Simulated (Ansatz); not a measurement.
Stepwise reaction of `[SH][Ti]([SH])([Cl])[Cl]` with hydrogen fluoride, as a gas-phase model of exchange steps in deposition or etching. ΔE in kJ/mol; ΔG adds harmonic PBE0-D4 terms to CCSD(T)/CBS, at 1 bar.

Isolated molecules relaxed with PBE0-D4/def2-TZVP in Ansatz; ΔE leaves out vibrations. CCSD(T)/CBS is the MP2 limit (def2-TZVPP, def2-QZVPP) plus CCSD(T) − MP2 in def2-TZVPP, frozen cores. This one scheme is used for every species. DFT in def2-TZVPP. B3LYP here is the variant with VWN-RPA as its local correlation; programs differ in this. For Ti outer-core shells are correlated without core-valence functions, which leaves a few kJ/mol of doubt a bond. Scalar relativity is left out up to krypton. Each species was taken in one conformer, which may not be the lowest.

```tsv
step	reaction	PBE-D4	B3LYP-D4	ωB97M-V	CCSD(T)/CBS	ΔG(500 K)
1	`[SH][Ti]([SH])([Cl])[Cl]` + H–F → `[F][Ti]([SH])([Cl])[Cl]` + H₂S	-68.3	-72.6	-78.3	-55.8	-66.6
```

Question: Give the row of step 2, `[F][Ti]([SH])([Cl])[Cl]` + H–F → `[F][Ti]([F])([Cl])[Cl]` + H₂S. (An estimate is asked.)

Answer: Computed: 
```json
{"step": "2", "reaction": "`[F][Ti]([SH])([Cl])[Cl]` + H–F → `[F][Ti]([F])([Cl])[Cl]` + H₂S", "PBE-D4": "-72.0", "B3LYP-D4": "-75.8", "ωB97M-V": "-81.5", "CCSD(T)/CBS": "-61.7", "ΔG(500 K)": "-61.0"}
```

Question: By hand: ΔE of the 2 steps together at CCSD(T)/CBS.

Answer: (-55.8) + (-61.7) = -117.5 kJ/mol, or -58.8 kJ/mol a step.

In ΔE each step is lower than the one before. All are downhill at CCSD(T)/CBS. ΔG lies between -66.6 and -61.0 kJ/mol a step. PBE-D4 differs from CCSD(T)/CBS by -12.5 to -10.3 kJ/mol a step. Isolated molecules leave out the surface, adducts and barriers. Largest T1 diagnostic: 0.027.
